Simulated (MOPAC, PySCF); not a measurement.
[Zn(Cl)2], neutral singlet in the gas phase. 

Cartesian coordinates (Å):
```xyz
3

Zn     0.0000     0.0000     0.0000
Cl    -0.3516     1.7737     1.0724
Cl     0.3516    -1.7737    -1.0724
```
Charge 0, spin multiplicity 1.

All levels are single points at this geometry (BP86-D3(BJ)/def2-SVP); Pople sets use spherical d functions. Orbital energies aren't observables, and empty levels follow the basis.

```csv
level,HOMO (eV),LUMO (eV),gap (eV),dipole (D),"vertical IE, Delta-SCF (eV)"
TPSSh-D3(BJ)/def2-TZVP in PySCF,-8.39,-2.15,6.24,0.00,–
B3LYP/3-21G in PySCF,-8.82,-2.18,6.64,0.00,–
B3LYP/6-31G* (LANL2DZ on Zn) in PySCF,-8.85,-2.34,6.52,0.00,11.30
M06-2X/6-31G* (LANL2DZ on Zn) in PySCF,-10.47,-1.43,9.05,0.00,–
AM1 in MOPAC,-12.15,-1.21,10.94,0.00,–
PM7 in MOPAC,-11.26,0.26,11.52,0.00,–
```
